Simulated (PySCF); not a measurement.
C3H9BFN, singlet, at a GFN2-xTB geometry, atoms displaced at random by about 0.03 Å a coordinate; TPSS/STO-3G, gradient by finite differences (PySCF).

Here is a job for PySCF.
```python
from pyscf import gto, scf, dft

mol = gto.Mole()
mol.atom = '''
    B     0.82871509    0.28300775    1.48685930
    F     0.28626718    0.64875757    2.64988092
    H     1.88200113    0.17902688    1.28140245
    N    -0.15879969    0.14230713    0.48242679
    C     0.15733769   -0.26967515   -0.97454941
    C    -0.61512108   -1.59123879   -1.20488718
    C    -0.39092168    0.81576890   -1.91834744
    H    -1.08968906    0.29228589    0.57897983
    H     1.18874189   -0.39062575   -1.02780452
    H    -0.39076114   -1.91755320   -2.24494994
    H    -0.29241533   -2.31256767   -0.56961995
    H    -1.66130867   -1.46798077   -1.12488685
    H    -0.11462029    0.53693261   -2.98613932
    H    -1.38942966    1.01399293   -1.84380488
    H     0.13648749    1.77086738   -1.64528261
'''
mol.basis = 'sto-3g'
mol.verbose = 4
mol.build()

mf = dft.RKS(mol)
mf.xc = 'tpss'
mf.conv_tol = 1e-11
mf.kernel()
scan, done = mf.as_scanner(), []
scan.scf_summary = {}
def energy(d):
    c = mol.atom_coords()
    c[5, 0] += d
    e = scan(mol.set_geom_(c, unit='Bohr', inplace=False))
    done.append(scan.converged)
    return e
h = 1e-3
fd = (energy(h) - energy(-h)) / (2 * h)
print('dE/dx =', fd)
```

The log (banner, timings and long lists left out):

```
PySCF version 2.14.0

[INPUT] verbose = 4
[INPUT] num. atoms = 15
[INPUT] num. electrons = 48
[INPUT] charge = 0
[INPUT] spin (= nelec alpha-beta = 2S) = 0
[INPUT] symmetry False subgroup None
[INPUT] Mole.unit = angstrom
[INPUT] Symbol           X                Y                Z      unit          X                Y                Z       unit  Magmom
[...]
nuclear repulsion = 232.278065696267
number of shells = 27
number of NR pGTOs = 117
number of NR cGTOs = 39
basis = sto-3g
ecp = {}

******** <class 'pyscf.dft.rks.RKS'> ********
method = RKS
initial guess = minao
damping factor = 0
level_shift factor = 0
DIIS = <class 'pyscf.scf.diis.CDIIS'>
diis_start_cycle = 1
diis_space = 8
diis_damp = 0
SCF conv_tol = 1e-11
SCF conv_tol_grad = None
SCF max_cycles = 50
direct_scf = True
direct_scf_tol = 1e-13
XC library pyscf.dft.libxc version 7.1.2
    S. Lehtola, C. Steigemann, M. J. T. Oliveira, and M. A. L. Marques,  SoftwareX 7, 1–5 (2018)
XC functionals = tpss
    J. Tao, J. P. Perdew, V. N. Staroverov, and G. E. Scuseria,  Phys. Rev. Lett. 91, 146401 (2003)
    J. P. Perdew, J. Tao, V. N. Staroverov, and G. E. Scuseria,  J. Chem. Phys. 120, 6898 (2004)
    J. Tao, J. P. Perdew, V. N. Staroverov, and G. E. Scuseria,  Phys. Rev. Lett. 91, 146401 (2003)
    J. P. Perdew, J. Tao, V. N. Staroverov, and G. E. Scuseria,  J. Chem. Phys. 120, 6898 (2004)
radial grids:
    Treutler-Ahlrichs [JCP 102, 346 (1995); DOI:10.1063/1.469408] (M4) radial grids

becke partition: Becke, JCP 88, 2547 (1988); DOI:10.1063/1.454033
pruning grids: <function nwchem_prune>
grids dens level: 3
symmetrized grids: False
atomic radii adjust function: <function treutler_atomic_radii_adjust>
small_rho_cutoff = 0
Set gradient conv threshold to 3.16228e-06
Initial guess from minao.
tot grids = 172840
init E= -295.778681842476
[...]
cycle= 1 E= -295.363834931557  delta_E= 0.415  |g|= 0.465  |ddm|= 4.62
[...]
cycle= 2 E= -295.266248124435  delta_E= 0.0976  |g|= 0.752  |ddm|=  1.5
[...]
cycle= 3 E= -295.436470706263  delta_E= -0.17  |g|= 0.0775  |ddm|= 0.916
[...]
cycle= 4 E= -295.437847914993  delta_E= -0.00138  |g|= 0.0399  |ddm|= 0.15
[...]
cycle= 5 E= -295.438394847087  delta_E= -0.000547  |g|= 0.00753  |ddm|= 0.064
[...]
cycle= 6 E= -295.438411736195  delta_E= -1.69e-05  |g|= 0.00188  |ddm|= 0.0108
[...]
cycle= 7 E= -295.438412837638  delta_E= -1.1e-06  |g|= 0.000277  |ddm|= 0.00262
[...]
cycle= 8 E= -295.438412862639  delta_E= -2.5e-08  |g|= 7.72e-05  |ddm|= 0.00042
[...]
[...]
converged SCF energy = -295.438412864628
converged SCF energy = -295.438435702684
[...]
  12 H     -1.661308670000  -1.467980770000  -1.124886850000 AA   -3.139418394665  -2.774081611428  -2.125728067625 Bohr
  13 H     -0.114620290000   0.536932610000  -2.986139320000 AA   -0.216600956418   1.014655580248  -5.642985484595 Bohr
  14 H     -1.389429660000   1.013992930000  -1.843804880000 AA   -2.625641526748   1.916168929945  -3.484286250337 Bohr
  15 H      0.136487490000   1.770867380000  -1.645282610000 AA    0.257923975529   3.346454351126  -3.109133530410 Bohr

******** <class 'pyscf.scf.hf.RKS_Scanner'> ********
method = RKS_Scanner
initial guess = minao
damping factor = 0
level_shift factor = 0
DIIS = <class 'pyscf.scf.diis.CDIIS'>
diis_start_cycle = 1
diis_space = 8
diis_damp = 0
SCF conv_tol = 1e-11
SCF conv_tol_grad = None
SCF max_cycles = 50
direct_scf = True
direct_scf_tol = 1e-13
XC library pyscf.dft.libxc version 7.1.2
    S. Lehtola, C. Steigemann, M. J. T. Oliveira, and M. A. L. Marques,  SoftwareX 7, 1–5 (2018)
XC functionals = tpss
    J. Tao, J. P. Perdew, V. N. Staroverov, and G. E. Scuseria,  Phys. Rev. Lett. 91, 146401 (2003)
    J. P. Perdew, J. Tao, V. N. Staroverov, and G. E. Scuseria,  J. Chem. Phys. 120, 6898 (2004)
    J. Tao, J. P. Perdew, V. N. Staroverov, and G. E. Scuseria,  Phys. Rev. Lett. 91, 146401 (2003)
    J. P. Perdew, J. Tao, V. N. Staroverov, and G. E. Scuseria,  J. Chem. Phys. 120, 6898 (2004)
radial grids:
    Treutler-Ahlrichs [JCP 102, 346 (1995); DOI:10.1063/1.469408] (M4) radial grids

becke partition: Becke, JCP 88, 2547 (1988); DOI:10.1063/1.454033
pruning grids: <function nwchem_prune>
grids dens level: 3
symmetrized grids: False
atomic radii adjust function: <function treutler_atomic_radii_adjust>
small_rho_cutoff = 0
Set gradient conv threshold to 3.16228e-06
tot grids = 172840
init E= -295.438406997606
[...]
cycle= 1 E= -295.438389153644  delta_E= 1.78e-05  |g|= 0.000408  |ddm|= 0.00187
[...]
cycle= 2 E= -295.438389193164  delta_E= -3.95e-08  |g|= 0.000301  |ddm|= 0.0011
[...]
cycle= 3 E= -295.438389220426  delta_E= -2.73e-08  |g|= 9.47e-05  |ddm|= 0.0005
[...]
cycle= 4 E= -295.43838922303  delta_E= -2.6e-09  |g|= 2.17e-05  |ddm|= 0.000131
[...]
cycle= 5 E= -295.438389223175  delta_E= -1.46e-10  |g|= 5.27e-06  |ddm|= 3.55e-05
[...]
cycle= 6 E= -295.438389223182  delta_E= -6.71e-12  |g|= 1.88e-06  |ddm|= 9.64e-06
[...]
Extra cycle  E= -295.438389223181  delta_E= 1.36e-12  |g|= 3.22e-06  |ddm|= 6.82e-06
converged SCF energy = -295.438389223181
dE/dx = -0.023239751669734687
```
